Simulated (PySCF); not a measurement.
MF₂ across group 14

Level: PBE0, basis family def2-TZVP, scalar-relativistic core potentials from Rb on and no relativity for lighter atoms.

Each entry is the lowest minimum that a search over a few typed start shapes (and spin states, where more than one is plausible) found, or that minimum re-optimised at the stated level; isomers with ligand–ligand bonds, or fragments after loss of a ligand pair, can lie lower. Open shells are unrestricted; no spin–orbit coupling; PySCF with density fitting.

```tsv
molecule	2S+1	point group	mean bond to the central atom (Å)	atomisation (kJ/mol)	polar-tensor charge of the central atom	gap (eV)	dipole (D)
CF₂	1	C2v	1.296	1080	0.86	6.53	0.69
GeF₂	1	C2v	1.745	1050	1.24	6.36	2.47
SnF₂	1	C2v	1.932	979	1.33	5.94	3.72
PbF₂	1	C2v	2.038	911	1.43	6.22	4.91
```

The bond lengthens at every step; the largest change, 0.449 Å, falls between CF₂ and GeF₂ among the members listed.

Spin–orbit coupling can matter for PbF₂.

Left out of the table are members whose search was unfinished or whose lowest solution was spin-contaminated, unstable, very soft or bonded differently.
